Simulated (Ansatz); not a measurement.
Two isomers of C3H6FNSi: A = `C#CN(C)[SiH2]F`, B = `FC1=NCC[SiH2]1`.

Calculated with Ansatz (gas phase, PBE0-D4/def2-TZVP geometries, no zero-point term in ΔE). CCSD(T)/CBS is the MP2 limit (def2-TZVPP, def2-QZVPP) plus CCSD(T) − MP2 in def2-TZVPP, frozen cores. Functionals use def2-TZVPP. B3LYP here is the variant with VWN-RPA as its local correlation; programs differ in this. Each species was taken in one conformer, which may not be the lowest.

A:

```xyz
12

C    -1.606    0.691    1.838
C    -0.859    0.407    0.939
N    -0.029    0.102   -0.068
C     0.937    1.131   -0.449
Si    0.020   -1.503   -0.695
F     1.049   -2.433    0.097
H    -2.269    0.933    2.632
H     0.418    2.056   -0.707
H     1.640    1.332    0.363
H     1.497    0.790   -1.322
H    -1.321   -2.098   -0.548
H     0.524   -1.409   -2.082
```

B:

```xyz
12

F     1.2505   -1.0460   -2.3366
C     0.5751   -0.5259   -1.3090
N    -0.5040    0.0718   -1.5246
C    -1.1707    0.5726   -0.3342
C    -0.3155    0.4965    0.9569
Si    1.0980   -0.6470    0.5033
H    -2.0932   -0.0045   -0.2189
H    -1.4827    1.5998   -0.5379
H     0.0871    1.4814    1.2063
H    -0.9047    0.1652    1.8127
H     0.9992   -2.0396    1.0115
H     2.4609   -0.1243    0.7705
```

(1) Which isomer does CCSD(T)/CBS put lower? Give the gap. (An estimate is asked.)

(2) Give E(B) − E(A) in kJ/mol with CCSD/def2-TZVPP, B3LYP-D4, ωB97M-V, HF/def2-TZVPP, MP2/def2-TZVPP, CCSD(T)/def2-TZVPP, PBE-D4. (An estimate is asked.)

Largest T1 diagnostic: 0.013.

Results:

(1) Computed: A, by 79.3 kJ/mol.

(2) Computed: CCSD/def2-TZVPP 79.1, B3LYP-D4 76.1, ωB97M-V 63.6, HF/def2-TZVPP 103.5, MP2/def2-TZVPP 90.0, CCSD(T)/def2-TZVPP 73.6, PBE-D4 37.2. None reverses the order clearly.

From PBE to PBE0 (25 % exact exchange), in def2-TZVPP and without D4, E(B) − E(A) moves by +4.0 kJ/mol. In def2-TZVPP, CCSD(T) changes the Hartree–Fock value by −29.9 kJ/mol (the triples alone add −5.4 kJ/mol) and MP2 by −13.4 kJ/mol.
